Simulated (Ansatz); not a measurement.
Spectroscopic constants of MgS, closed-shell singlet (the spin of the measured ground state).

Constants: fifth-degree fit in 1/R to seven points, most abundant isotopes. Runs in def2 and cc sets follow the lowest solution found near the PBE0 minimum. The singlet is held restricted. HF and MP2 rows in def2 and cc sets belong to the determinant that coupled cluster picked by its CCSD energy.

Correlated levels freeze the inner cores; with def2 sets outer-core shells near the valence are correlated too.

Programs: Ansatz (Gaussian orbitals). 

**Question.** What bond length and harmonic frequency does HF/def2-TZVPP give?

**Answer.** r_e = 2.135 Å, ω_e = 551 cm⁻¹.

**Question.** What bond length and harmonic frequency does wB97X-V/def2-TZVPP give, and what D_e (from each atom's lowest state at the same level)?

**Answer.** r_e = 2.124 Å, ω_e = 562 cm⁻¹, D_e = 2.04 eV.

**Question.** What bond length and harmonic frequency does CCSD(T)/def2-QZVPP give, and what D_e (from each atom's lowest state at the same level)?

**Answer.** r_e = 2.146 Å, ω_e = 531 cm⁻¹, D_e = 2.14 eV.

Measured for the ground state: r_e 2.143 Å [NIST CCCBDB]. ω_e 528.74 cm-1, ω_e x_e 2.704 cm-1, B_e 0.26797 cm-1, α_e 0.00176 cm-1 [Irikura, J. Phys. Chem. Ref. Data 36, 389 (2007)].

Doubts at one or more of the structures used: a restricted determinant that unrestricted orbitals would lower (HF/def2-TZVPP, CCSD(T)/def2-QZVPP).

Ansatz is a first-principles code.
